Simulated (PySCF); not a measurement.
A structure optimised at ωB97X-D3(BJ)/def2-SVP, used in a PySCF frequency run:

```
C
H 1 1.1006
H 1 1.1041 2 106.97
C 1 1.4968 2 108.58 3 116.20
C 4 1.3338 1 126.24 2 2.63
F 4 1.3393 5 120.30 1 -179.20
H 5 1.0905 4 121.24 6 -179.68
C 1 1.5316 2 111.01 3 -119.75
H 8 1.1003 1 110.63 2 -179.49
H 8 1.1005 9 108.16 1 121.47
H 8 1.1013 9 108.01 10 117.00
Cl 5 1.7237 7 116.00 4 179.76
```
Charge 0, spin multiplicity 1.

Task: Write its SMILES and formula.

Result: CC/C(F)=C/Cl, C₄H₆ClF

Task: What are its rotational constants (standard atomic weights)?

Result: 7.5931, 1.3603, 1.2414 GHz
